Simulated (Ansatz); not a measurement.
```yaml
crystal:
  periodic: [false, false, false]
  atoms:
    - {symbol: C, position_ang: [0.362803, 2.237304, -1.456637]}
    - {symbol: B, position_ang: [-0.405144, -1.026767, -0.222944]}
    - {symbol: N, position_ang: [0.206266, -2.082951, 2.581542]}
    - {symbol: Cl, position_ang: [-2.531622, -3.372408, -2.564242]}
    - {symbol: H, position_ang: [1.661850, 2.032360, -3.390891]}
    - {symbol: H, position_ang: [1.531262, 3.412067, 0.044047]}
    - {symbol: H, position_ang: [-1.726542, 3.340178, -1.956395]}
    - {symbol: H, position_ang: [-0.334806, -4.113111, 3.081044]}
    - {symbol: H, position_ang: [1.338912, -0.802999, 3.915955]}
basis:
  gaussian: {orbitals: cc-pVTZ-DK, point_charges: [{charge: 2.00, position_ang: [5.159, -0.701, 0.889]}]}
hamiltonian: {xc: {name: revPBE0}}
scf: {lower_state_search: light}
```

```sh
$ ansatz run in.yaml --threads 2 --pin off --events-out ev --progress --plain --max-ram 32768MiB --backend cpu
```

Shortened log:

```
Functional definition: revPBE0
1171 factors; their error is unknown
mean field evaluation 1: about -15782.9121 eV, gradient 8.3e1 eV
mean field evaluation 2: about -15098.0120 eV, gradient 2.4e2 eV
mean field evaluation 4: about -15458.7663 eV, gradient 2.2e2 eV
mean field evaluation 8: about -15809.7086 eV, gradient 5.5e0 eV
mean field evaluation 16: about -15810.0677 eV, gradient 1.0e-2 eV
mean field evaluation 96: about -15809.9839 eV, gradient 3.4e-2 eV
mean field -15810.06768000 eV, -581.0092707914 hartree, gradient 9.2e-6 eV, S^2 0.000000; 9 other end points of the search recorded, 0 dependent functions left out
reference -15810.06773945 eV, -581.0092729761 hartree; 20, 20 occupied and 174, 174 virtual orbitals, 1171 factors
Total energy: -15810.06773945 eV, -581.0092729761 hartree
Relativity: scalar
```

(1) What is wrong with this run?

Answers

(1) The geometry is stretched to more than twice its size. The run converged. The result belongs to that input, not to the molecule as meant.
